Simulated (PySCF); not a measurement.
C₄, SMILES [C]1[C+]2[C][C-]12 (connectivity only; charge and spin as stated), neutral, multiplicity 1.

Coordinates come from a B3LYP-D3(BJ)/def2-TZVP optimisation.

These are HF/def2-TZVPD in PySCF values and carry that method's errors.

Symmetry labels are those of the subgroup D2h that the program uses (full group D2h).

Question: List the valence orbital energies around the gap with their symmetry. (The exact figures need the calculation; the answer reports its results.)

Answer: 
```csv
orbital,symmetry,energy (eV)
HOMO−7,Ag,-36.49
HOMO−6,B1u,-27.13
HOMO−5,B2u,-20.91
HOMO−4,Ag,-16.10
HOMO−3,B3g,-15.48
HOMO−2,B3u,-15.26
HOMO−1,B1u,-12.41
HOMO,Ag,-11.57
LUMO,B2g,-0.56
LUMO+1,B1g,1.55
LUMO+2,B2u,2.14
LUMO+3,Ag,2.16
```
